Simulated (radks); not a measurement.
Problem. Coherent X-ray form factor from a spherical all-electron density. Method: scalar-relativistic Kohn-Sham, PBEsol, spin-polarised, spherical densities, finite nucleus; Fermi nuclear charge, rms radius of each element as measured or else 0.836 A^(1/3) + 0.57 fm; computed with a radial shooting solver on a logarithmic mesh with Libxc functionals.

sin(theta)/lambda (1/angstrom)  f0 (electrons)
0.05                                    21.760
0.1                                     21.069
0.15                                    20.012
0.2                                     18.703
0.25                                    17.261
0.3                                     15.791
0.4                                     13.067
0.5                                     10.879
0.6                                      9.277
0.8                                      7.378
1                                        6.354
1.25                                     5.389
1.5                                      4.481
2                                        2.961

The species is in the configuration that NIST lists as its ground one. Which atom or ion scatters so?

Solution. The manganese ion Mn3+, [Ar] 3d4. Extrapolating in s^2 from the first two rows gives f0(0) = 22.0, near the electron count 22; among species with that count, the fall with angle is slower the higher Z, and the table is that of Z = 25; from so few rows the species is fixed only to a neighbour or two.
